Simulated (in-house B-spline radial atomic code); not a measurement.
The mercury ion Hg³⁺: [He] 2s2 (2p1/2)2 (2p3/2)3 3s2 (3p1/2)1 (3p3/2)4 3d10 4s2 4p6 4d10 4f14 5s2 5p6 5d10 6s1 (with a hole in an inner shell)

Level of theory: Dirac-Kohn-Sham PBE0, spherical fractional occupations, Fermi nucleus of rms radius 5.4648 fm; calculated with an all-electron radial atomic-structure program (B-spline basis).

Screening seen three ways: the hydrogenic charge with the same mean radius, Z_r = [3n² - l(l+1)]/(2<r>), the one with the same energy, Z_e = n√(-2ε), and Slater's rules. Values are occupation-weighted means over j. An effective charge above Z reflects the relativistic contraction of the inner shells.

```csv
shell,electrons,ε (eV),<r> (bohr),Z_r,Z_e,Slater
1s,2,-83674,0.01659,90.44,78.42,79.70
2s,2,-15112,0.06894,87.03,66.65,76.20
2p,5,-13354,0.06179,80.93,62.66,76.20
3s,2,-3694.5,0.178,75.83,49.44,69.95
3p,5,-3074.7,0.1805,69.25,45.10,69.95
3d,10,-2499.3,0.1618,64.90,40.66,60.85
4s,2,-869.57,0.3918,61.25,31.98,54.10
4p,6,-680.08,0.414,55.56,28.28,54.10
4d,10,-439.16,0.4336,48.43,22.73,42.85
4f,14,-173.86,0.4508,39.93,14.30,31.45
5s,2,-172.85,0.8736,42.93,17.82,24.35
5p,6,-118.5,0.9873,36.97,14.76,24.35
5d,10,-52.061,1.274,27.08,9.78,10.85
6s,1,-36.303,2.152,25.09,9.80,6.70
```

The least bound orbital is 6s1/2 at -36.3 eV, and it is also the most diffuse (<r> = 2.152 bohr). The part-filled 2p shell lies below the filled 5d shell in orbital energy.

For the 1s electron the small component carries 9.26 % of the norm, the zero-frequency Breit interaction raises the level by 306.6 eV, self-energy by 203.3 eV, and vacuum polarisation lowers it by 42.08 eV.

The density falls to 0.001 bohr⁻³ at 3.415 bohr; Σ<r²> = 39.883 bohr² gives, by the non-relativistic formula and without the paramagnetism of open shells, a Langevin diamagnetic susceptibility of -31.59×10⁻⁶ cm³/mol.

Caution: exact exchange at fractional occupations of open shells leaves self-interaction of up to several eV.
